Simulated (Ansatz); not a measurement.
# Telling isomers of CHPSn apart by their spectra

These gas-phase data were calculated for one isomer of CHPSn at r2SCAN-D4/def2-SVP (harmonic, unscaled wavenumbers; equilibrium rotational constants with average atomic masses):

```
rotational constants            : 244.1, 1.432, 1.424 GHz
all wavenumbers above 1500 cm⁻¹ : 2189
```

Candidates:

(1) `P=[C]=[Sn]`, a singlet
(2) `P#[C][SnH]`, a singlet

Question: Assign the data to one candidate and say why.

Answer: Candidate (1). No mode falls between 1650 and 2000 cm⁻¹, where the Sn–H stretch of (2) would stand.

The same quantities for all candidates:

```
     rotational constants (GHz)  wavenumbers above 1500 cm⁻¹  E above the lowest, r2SCAN-D4/def2-SVP (kcal/mol)
(1)         244.1, 1.432, 1.424                         2189                                               10.1
(2)         154.4, 1.401, 1.389                         1706                                                0.0
```

Harmonic stretches to hydrogen usually lie a few per cent above observed fundamentals. Each candidate is one conformer. Atoms past krypton carry core potentials. Programs: Ansatz 0.2.0.
